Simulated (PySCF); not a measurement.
A calculated (PBEsol, PySCF 2.14, def2-QZVPPD, the non-relativistic Hamiltonian (point nucleus)) atom or ion has these occupied shells.

```
shell  electrons  orbital energy (eV)  rms radius, mean of both spins (bohr)
   1s          2             -11568.0                                 0.0537
   2s          2              -1481.8                                  0.224
   2p          6              -1329.5                                  0.198
   3s          2              -217.95                                  0.654
   3p          6              -166.47                                  0.673
   3d         10              -75.991                                  0.750
   4s          2              -43.777                                   1.88
```

Q: Name the element and its charge.

A: As³⁺ (arsenic, charge +3), in [Ar] 3d10 4s2, closed-shell 1S.
